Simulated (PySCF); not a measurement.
C2H8OSSi, SMILES C[Si](S)(O)C.

The structure is a stationary point at B3LYP-D3(BJ)/def2-SVP. One conformer was computed; it need not be the lowest.

Level of theory: PBE/def2-TZVP run with PySCF.

Gas-phase values at a fixed geometry.

### Question
Estimate the frontier levels, gap, dipole moment and polarisability. (Estimate from the structure and the level; the computed values follow.)

### Answer

| Property | Value |
|---|---|
| highest occupied level | -6.04 eV |
| lowest empty level | -0.40 eV |
| orbital gap | 5.64 eV |
| dipole moment | 0.74 D |
| quadrupole, principal values (traceless, Buckingham form, about the centre of nuclear charge) | -8.60, 3.66, 4.95 D·Å |
| mean static polarisability | 74.2 bohr³ (10.99 Å³) |
| polarisability, principal values | 66.0, 73.9, 82.6 bohr³ |
